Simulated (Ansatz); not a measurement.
Species: sum formula SiN2H4Br (charge 0, doublet). It need not be the lowest isomer of its formula. 
Geometry from a B3LYP-D3(BJ)/def2-TZVP (Ansatz, a first-principles code) optimisation:
SMILES: N[Si](N)Br
```xyz
8

Si    -0.1453    -0.2273    -1.0198
Br     0.1258     0.7560     1.0298
N      1.2294    -1.2413    -1.1855
N     -1.4980    -1.2522    -1.2148
H      1.3238    -1.8241    -2.0042
H      2.1227    -0.9490    -0.8209
H     -1.5101    -2.1780    -0.8093
H     -2.4240    -0.8734    -1.3305
```
Charge 0, spin multiplicity 2.

Property: atomisation energy (electronic, to ground-state atoms), in kcal/mol. Correlated levels leave the core frozen unless marked. UHF or UKS for open shells. Spin-orbit coupling is left out. The frozen core is the preceding noble-gas configuration, with the filled d and f shells of earlier blocks. Non-relativistic. The coupled-cluster limit lacks core correlation, which all-electron functionals hold. CBS marks a two-point X^-3 extrapolation of the correlation energy; Hartree-Fock from the larger set.

```csv
level,program,atomisation energy (kcal/mol)
SVWN5/def2-TZVPD,Ansatz,725.0
```

### Question
What does CCSD(T)/CBS(def2-TZVPP,def2-QZVPP) (Ansatz) give?

### Answer
626.9 kcal/mol, so SVWN5/def2-TZVPD differs from it by 98.1 kcal/mol.
